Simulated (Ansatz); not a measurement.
C3H5BrO can be A, `CC1(Br)CO1`, or B, `C=C(Br)OC`.

Isolated molecules relaxed with PBE0-D4/def2-TZVP in Ansatz; ΔE leaves out vibrations. CCSD(T)/CBS adds triple-zeta CCSD(T) − MP2 to the extrapolated MP2 energy (def2 sets, frozen cores). Functionals use def2-TZVPP. B3LYP here is the variant with VWN-RPA as its local correlation; programs differ in this. For Br outer-core shells are correlated without core-valence functions, which leaves a few kJ/mol of doubt a bond. Scalar relativity is left out up to krypton. One conformer a species, not always the lowest.

(1) Which isomer does CCSD(T)/CBS put lower? Give the gap. (Best estimate.)

(2) Give E(B) − E(A) in kcal/mol with HF/def2-TZVPP, PBE0-D4, PBE-D4, B2PLYP, B3LYP, CCSD/def2-TZVPP, B3LYP-D4. (Best estimate.)

Largest T1 diagnostic: 0.010.

Answers

(1) The calculation gave: A, by 1.2 kcal/mol.

(2) Ansatz gave: HF/def2-TZVPP -1.9, PBE0-D4 3.2, PBE-D4 2.1, B2PLYP -0.2, B3LYP -1.7, CCSD/def2-TZVPP 1.5, B3LYP-D4 -1.7. The order is the other way round with HF/def2-TZVPP, B2PLYP, B3LYP, B3LYP-D4.

In def2-TZVPP, CCSD(T) changes the Hartree–Fock value by +3.3 kcal/mol (the triples alone add −0.1 kcal/mol) and MP2 by +5.3 kcal/mol. From PBE to PBE0 (25 % exact exchange), in def2-TZVPP and without D4, E(B) − E(A) moves by +1.1 kcal/mol.
